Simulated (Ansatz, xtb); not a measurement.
Species: SnCl2 (charge 0, singlet). 
Geometry from a B3LYP-D3(BJ)/def2-TZVP (Ansatz, a program for electronic structure) optimisation:
SMILES: [Cl][Sn][Cl]
```xyz
3

Sn    -0.0035    -0.0126     0.6287
Cl     1.1924     1.3887    -0.8905
Cl    -1.1822    -1.3517    -0.9587
```

Harmonic wavenumbers from GFN2-xTB (xtb, at its own minimum), cm⁻¹: 109, 303, 327.

**Question.** Give the harmonic wavenumbers at B3LYP-D3(BJ)/def2-TZVP (Ansatz, finite differences of forces, unscaled).

**Answer.** 116, 328, 345 cm⁻¹. Zero-point energy 1.1 kcal/mol.

**Question.** From these and the geometry, give the ideal-gas thermochemistry at 298.15 K and 1 atm (rigid rotor, harmonic oscillator).

**Answer.** Point group C2v, rotational symmetry number 2. Rotational constants 4.717, 2.168, 1.485 GHz. S(trans) 41.63, S(rot) 26.07, S(vib) 5.62, S(elec, spin only) 0.00, S 73.3 cal/(mol K). H(298) - H(0) 3.28 kcal/mol; G - E(el) -17.4 kcal/mol.
